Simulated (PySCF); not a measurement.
## Cost of excited-state runs on `[SiH3]C1=CC2(C=CC=C2)C=C1`, C9H10Si

Molfile (atoms numbered from 1):
```
C9H10Si
     RDKit          3D

 20 21  0  0  0  0  0  0  0  0999 V2000
    3.2518    0.1466   -0.1920 Si  0  0  0  0  0  4  0  0  0  0  0  0
    1.4052   -0.1561   -0.2763 C   0  0  0  0  0  0  0  0  0  0  0  0
    0.4477    0.5703    0.3476 C   0  0  0  0  0  0  0  0  0  0  0  0
   -0.9264    0.0197    0.0384 C   0  0  0  0  0  0  0  0  0  0  0  0
   -1.6958   -0.3648    1.2830 C   0  0  0  0  0  0  0  0  0  0  0  0
   -2.8425    0.3394    1.3411 C   0  0  0  0  0  0  0  0  0  0  0  0
   -2.9282    1.2201    0.1712 C   0  0  0  0  0  0  0  0  0  0  0  0
   -1.8346    1.0503   -0.5964 C   0  0  0  0  0  0  0  0  0  0  0  0
   -0.6025   -1.1454   -0.8657 C   0  0  0  0  0  0  0  0  0  0  0  0
    0.7303   -1.2298   -1.0340 C   0  0  0  0  0  0  0  0  0  0  0  0
    3.5918    1.5254   -0.6599 H   0  0  0  0  0  0  0  0  0  0  0  0
    3.9552   -0.8423   -1.0642 H   0  0  0  0  0  0  0  0  0  0  0  0
    3.7602   -0.0052    1.2061 H   0  0  0  0  0  0  0  0  0  0  0  0
    0.5867    1.4400    0.9923 H   0  0  0  0  0  0  0  0  0  0  0  0
   -1.3289   -1.1039    1.9951 H   0  0  0  0  0  0  0  0  0  0  0  0
   -3.5956    0.2729    2.1282 H   0  0  0  0  0  0  0  0  0  0  0  0
   -3.7548    1.9022   -0.0353 H   0  0  0  0  0  0  0  0  0  0  0  0
   -1.5893    1.5526   -1.5321 H   0  0  0  0  0  0  0  0  0  0  0  0
   -1.3697   -1.7912   -1.2932 H   0  0  0  0  0  0  0  0  0  0  0  0
    1.2506   -1.9758   -1.6382 H   0  0  0  0  0  0  0  0  0  0  0  0
  1  2  1  0
  2  3  2  0
  3  4  1  0
  4  5  1  0
  5  6  2  0
  6  7  1  0
  7  8  2  0
  4  9  1  0
  9 10  2  0
 10  2  1  0
  8  4  1  0
  1 11  1  0
  1 12  1  0
  1 13  1  0
  3 14  1  0
  5 15  1  0
  6 16  1  0
  7 17  1  0
  8 18  1  0
  9 19  1  0
 10 20  1  0
M  END
```

PySCF with density fitting, on 1 thread of an AMD EPYC 9R45 96-Core, shared host. Command: `OMP_NUM_THREADS=1 python excited_run.py task.json out`

(1) How long does each of these runs take, and how much memory?
- first hyperpolarisability, CAM-B3LYP/aug-cc-pVDZ; usual settings
- excited states, CAM-B3LYP/aug-cc-pVDZ; Tamm-Dancoff; spin-orbit couplings; 6 states; 5 triplets; quadratic response for 4 states; IEF-PCM chloroform
- excited states, CAM-B3LYP/aug-cc-pVDZ; Tamm-Dancoff; spin-orbit couplings; 6 states; 5 triplets; quadratic response for 4 states
- excited states, CAM-B3LYP/aug-cc-pVDZ; two-photon moments; 8 states; quadratic response for 6 states; 0 triplets

## Answers

(1) 
| run | level | basis functions | wall time | peak memory (GiB) |
| --- | --- | --- | --- | --- |
| first hyperpolarisability | CAM-B3LYP/aug-cc-pVDZ | 324 | 69 s | 1.5 |
| excited states | CAM-B3LYP/aug-cc-pVDZ | 324 | 73 s | 1.6 |
| excited states | CAM-B3LYP/aug-cc-pVDZ | 324 | 74 s | 1.5 |
| excited states | CAM-B3LYP/aug-cc-pVDZ | 324 | 88 s | 1.5 |

Times from a shared host are rough.
